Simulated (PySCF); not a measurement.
## Distorted geometries of Eu(OH)3

Eu(OH)3 (singlet in the valence; each metal's 4f electrons, 6 of them, lie in its core potential, out of spins and levels). PySCF 2.14.0, RKS PBE, Eu lcecp-1-SVP with ECP52, O def2-SVP, H def2-SVP; non-relativistic Hamiltonian with scalar-relativistic core potentials where named; density fitting; no spin-orbit coupling. Relaxed geometry:

```xyz
7

Eu    0.0000    0.0000   -0.1473
O     2.0764    0.0000    0.0918
H     3.0220    0.0000    0.2952
O    -1.0382    1.7982    0.0918
H    -1.5110    2.6171    0.2952
O    -1.0382   -1.7982    0.0918
H    -1.5110   -2.6171    0.2952
```

Problem. Order these distorted geometries by energy above the relaxed one, lowest first.
A.
```xyz
7

Eu   -0.0081   -0.0103   -0.1748
O     2.0513   -0.0184    0.1178
H     3.0475    0.0578    0.2754
O    -1.0510    1.7571    0.0860
H    -1.5016    2.6029    0.2869
O    -1.0262   -1.7778    0.0860
H    -1.5119   -2.6112    0.3364
```
B.
```xyz
7

Eu    0.1370    0.0676   -0.0381
O     1.8737   -0.1642    0.0892
H     2.8751   -0.1556    0.1006
O    -0.8979    1.8852    0.0840
H    -1.5577    2.5635    0.2825
O    -0.9668   -1.8291    0.0571
H    -1.4634   -2.3674    0.4384
```
C.
```xyz
7

Eu   -0.0753    0.1986   -0.3182
O     2.0090   -0.2860    0.3086
H     2.9950   -0.0965    0.7011
O    -0.8508    1.6740    0.0424
H    -1.5476    2.9066    0.0379
O    -0.9134   -1.7121   -0.0768
H    -1.6169   -2.6847    0.3186
```

Solution. A (0.09 eV), B (2.64 eV), C (6.01 eV).

Problem. Which forces (eV/Å) act in the one that lies 0.09 eV up?

Solution. 
```
Eu   0.35  0.18 -0.15
O    2.19  0.19  0.25
H   -1.95 -0.17 -0.25
O   -0.49  0.93  0.16
H    0.26 -0.53 -0.11
O   -1.02 -1.73  0.45
H    0.66  1.13 -0.36
```
Forces carry noise of the integration grid, about 0.01 to 0.03 eV/Å.

An lcecp potential fixes the number of 4f electrons, so in runs with it no electron can move into or out of that shell.
